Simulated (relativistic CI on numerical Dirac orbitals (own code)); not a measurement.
**Fe⁶⁺ (3d2) in a crystal field**

Calculated by Dirac-Coulomb-Breit CI, KLI orbitals optimised for each configuration, a model potential for QED, valence Slater integrals scaled by 0.7, one configuration in a parametric crystal field (own radial code).

Field parameters in Wybourne normalisation: Oh B⁴₀ = 21Dq, B⁴₄ = √(5/14) B⁴₀. The field is a parameter set, without covalency.

S and J are read from ⟨S²⟩ = S(S + 1) and ⟨J²⟩ = J(J + 1) of each level; they are not fictitious spins.

Oh, 10Dq = 5900 cm⁻¹, the lowest 16 levels:

```csv
E (cm⁻¹),Degeneracy,Irrep,S,J
0.0,2,E,1.00,2.49
138,3,T2,1.00,2.71
1085,3,T1,1.00,3.51
1614,1,A1,1.00,3.97
5385,1,A2,1.00,3.00
5418,3,T2,1.00,3.04
5925,3,T1,1.00,3.53
6021,2,E,1.00,3.68
11692,3,T2,1.00,3.48
15968,3,T2,0.06,2.31
16750,2,E,0.07,2.64
20701,1,A1,1.00,0.26
21083,3,T1,1.00,1.07
21730,3,T2,0.98,2.06
21769,2,E,0.98,2.07
25009,3,T2,0.02,3.79
```

Oh, 10Dq = 10600 cm⁻¹, the lowest 10 levels:

```
E (cm⁻¹)  Degeneracy  Irrep     S     J
     0.0           2      E  1.00  2.63
    82.6           3     T2  1.00  2.76
    1005           3     T1  1.00  3.53
    1482           1     A1  1.00  3.92
    9528           1     A2  1.00  3.00
    9544           3     T2  0.99  3.08
   10031           3     T1  1.00  3.47
   10082           2      E  1.00  3.57
   16248           3     T2  0.05  2.62
   16772           2      E  0.02  2.91
```

Oh, 10Dq = 15300 cm⁻¹, the lowest 16 levels:

```csv
E (cm⁻¹),Degeneracy,Irrep,S,J
0.0,2,E,1.00,2.68
57.3,3,T2,1.00,2.77
954,3,T1,1.00,3.52
1401,1,A1,1.00,3.88
13713,3,T2,0.93,3.08
13857,1,A2,1.00,3.00
14347,3,T1,1.00,3.45
14377,2,E,1.00,3.52
16450,3,T2,0.17,2.82
16638,2,E,0.01,3.03
28408,1,A1,0.99,0.76
28809,3,T1,1.00,1.24
29231,3,T2,0.97,2.49
29344,2,E,1.00,2.07
29439,3,T2,0.99,3.07
32011,1,A1,0.04,3.57
```

Oh, 10Dq = 20000 cm⁻¹, the lowest 10 levels:

```json
{"E (cm⁻¹)": "0.0", "Degeneracy": "2", "Irrep": "E", "S": "1.00", "J": "2.70"}
{"E (cm⁻¹)": "43.3", "Degeneracy": "3", "Irrep": "T2", "S": "1.00", "J": "2.77"}
{"E (cm⁻¹)": "917", "Degeneracy": "3", "Irrep": "T1", "S": "1.00", "J": "3.50"}
{"E (cm⁻¹)": "1343", "Degeneracy": "1", "Irrep": "A1", "S": "1.00", "J": "3.84"}
{"E (cm⁻¹)": "15880", "Degeneracy": "3", "Irrep": "T2", "S": "0.16", "J": "2.93"}
{"E (cm⁻¹)": "16494", "Degeneracy": "2", "Irrep": "E", "S": "0.01", "J": "3.09"}
{"E (cm⁻¹)": "18291", "Degeneracy": "1", "Irrep": "A2", "S": "1.00", "J": "3.00"}
{"E (cm⁻¹)": "18681", "Degeneracy": "3", "Irrep": "T2", "S": "0.94", "J": "3.08"}
{"E (cm⁻¹)": "18774", "Degeneracy": "3", "Irrep": "T1", "S": "1.00", "J": "3.43"}
{"E (cm⁻¹)": "18796", "Degeneracy": "2", "Irrep": "E", "S": "1.00", "J": "3.49"}
```

Oh, 10Dq = 24700 cm⁻¹, the lowest 16 levels:

```tsv
E (cm⁻¹)	Degeneracy	Irrep	S	J
0.0	2	E	1.00	2.71
34.6	3	T2	1.00	2.77
888	3	T1	1.00	3.48
1299	1	A1	1.00	3.81
15988	3	T2	0.03	2.98
16371	2	E	0.01	3.13
22791	1	A2	1.00	3.00
23018	3	T2	0.99	3.10
23269	3	T1	1.00	3.43
23283	2	E	1.00	3.47
33947	1	A1	0.08	3.22
37195	1	A1	0.97	1.08
37355	3	T1	1.00	1.37
37761	3	T2	0.99	2.12
37831	2	E	1.00	2.10
40892	3	T2	0.06	3.27
```

The free-ion ground term has S = 1. Every field shown keeps that spin.

Levels of this model without a field, named by their leading LS term (the scale mimics covalency, so terms lie below those of the real free ion): ³F2 0, ³F3 1028, ³F4 2269, ¹D2 15039, ³P0 17231, ³P1 17622, ³P2 18474, ¹G4 22901 cm⁻¹.
